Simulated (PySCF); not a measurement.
C5H6F2O.
Structure used (GFN2-xTB), in Å, numbered top down from 1:
```xyz
14
C5H6F2O angstrom
C      2.486   -0.898   -0.042
C      1.589    0.029   -0.124
C      0.690    0.965   -0.178
C     -0.516    1.012    0.720
O     -1.729    0.761   -0.006
C     -1.873   -0.503   -0.437
F     -2.350   -1.318    0.549
F     -2.794   -0.529   -1.410
H      2.410   -1.814   -0.606
H      3.357   -0.790    0.583
H      0.751    1.746   -0.924
H     -0.422    0.293    1.542
H     -0.657    2.016    1.125
H     -0.943   -0.972   -0.814
```

The calculation used PySCF, TDDFT PBE0/def2-SVPD, vertical, gas phase, core orbitals frozen in the response.

Transition dipole moments from the ground state, in atomic units and in the frame of the coordinates above (overall signs are arbitrary), for the states with f of 0.002 or more among the lowest 6:

| state | E (eV) | μx | μy | μz |
| --- | --- | --- | --- | --- |
| S4 | 7.506 | -0.447 | 0.280 | 0.356 |
| S5 | 7.556 | 0.274 | 0.196 | -0.143 |
| S6 | 7.595 | 0.377 | -0.208 | 0.025 |

Task: What oscillator strength does each state have?

Result: f = (2/3) ΔE |μ|² with ΔE in hartree (27.2114 eV).

```tsv
state	|μ|² (au)	|μ| (D)	f
S4	0.405	1.62	0.074
S5	0.134	0.93	0.025
S6	0.186	1.10	0.035
```

Task: Which bond between heavy atoms lies closest to the direction of the S4 transition dipole?

Result: C3–C4, at 24° from it; next C2–C3 at 39°.

Task: What angle do the transition dipoles of S5 and S6 make?

Result: |cos θ| = |μa·μb| / (|μa| |μb|) = 0.37, so θ ≈ 68° (taken between 0 and 90°, since the signs are arbitrary).

Task: What peak molar absorption coefficient would the strongest computed level give as a lone Gaussian band 0.5 eV wide at half height?

Result: ε(max) = 2.175×10⁸ f / FWHM, with the width in cm⁻¹. S4: 2.175×10⁸ × 0.0744 / 4033 ≈ 4000 L mol⁻¹ cm⁻¹.

One conformer stands for the species.
